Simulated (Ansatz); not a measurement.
A nudged elastic band was laid between two geometries of H₄HfO₃S (9 atoms, charge 0, multiplicity 1).

Level of theory: Ansatz 0.2.0, RKS BLYP/def2-SVP.

| Quantity | Value |
| --- | --- |
| movable images | 7 |
| climbing image | yes |
| spring | 5.0 eV/Å² |
| optimiser | quadratic models (default) |
| start path | through a guess of the saddle point |
| force threshold | 0.05 eV/Å |
| iteration limit | 60 |
| end points | relaxed |

Initial state:

```xyz
9
Properties=species:S:1:pos:R:3
Hf -0.069 -0.091 0.102
O -1.345 0.499 -1.239
S 1.767 -1.377 -1.025
H 2.108 -0.324 -1.829
O 0.693 1.466 0.980
O -0.828 -1.361 1.358
H -2.024 0.816 -1.850
H 1.045 2.212 1.482
H -1.346 -1.839 2.020
```

Final state:

```xyz
9
Properties=species:S:1:pos:R:3
Hf 0.046 -0.166 0.394
O -0.759 0.197 -1.708
S 1.892 -1.171 -0.527
H 0.081 -0.167 -2.110
O 0.439 1.604 1.168
O -0.998 -1.336 1.589
H -0.916 1.079 -2.106
H 1.190 2.196 1.346
H -0.975 -2.237 1.954
```

Q: What changes between the two ends?

A: Bonds broken: S3–H4. Bonds formed: O2–H4.

Q: What energy profile does the band end with?

A: The forces met the threshold. The highest image is number 6 of 0 to 8, 135.8 kJ/mol above the first end and 13.1 kJ/mol above the last; the last end lies 122.7 kJ/mol above the first. A vibrational analysis at the climbing image gives one clearly imaginary mode, 1028i cm⁻¹: a first-order saddle point. The orbitals stay closed-shell, which can raise the energy where a bond breaks towards radicals; this wasn't checked here.

```tsv
image	path coordinate (Å)	energy (kJ/mol)	S3–H4 (Å)	O2–H4 (Å)
0	0.00	0.0	1.37	3.60
1	0.50	1.0	1.37	3.33
2	0.99	4.1	1.37	3.06
3	1.49	10.7	1.37	2.79
4	1.99	24.7	1.37	2.39
5	2.49	64.0	1.43	1.83
6	2.99	135.8	1.83	1.22
7	3.33	125.0	2.25	1.03
8	3.68	122.7	2.61	1.00
```

Q: What is the geometry of the highest image?

A: 
```xyz
9
Properties=species:S:1:pos:R:3:forces:R:3
Hf -0.010 -0.107 0.337 0.01 0.02 0.00
O -0.829 0.167 -1.649 0.00 0.00 0.00
S 1.747 -1.011 -0.928 0.00 -0.01 0.00
H 0.276 -0.328 -1.771 0.00 0.00 0.00
O 0.463 1.584 1.205 0.01 -0.01 -0.01
O -0.924 -1.349 1.538 -0.01 0.01 0.00
H -0.853 1.000 -2.161 0.00 0.00 0.00
H 1.180 2.213 1.392 -0.01 0.00 0.01
H -1.049 -2.170 2.037 0.00 -0.01 0.00
```

Q: What are the harmonic wavenumbers there?

A: 1028i, 92, 115, 122, 167, 214, 269, 284, 351, 405, 416, 444, 499, 578, 662, 671, 1075, 1589, 3678, 3780, 3813 cm⁻¹.

Run time: 9 min on 2 threads of Arm Neoverse V1, with other jobs on the host, peak memory 0.16 GiB.
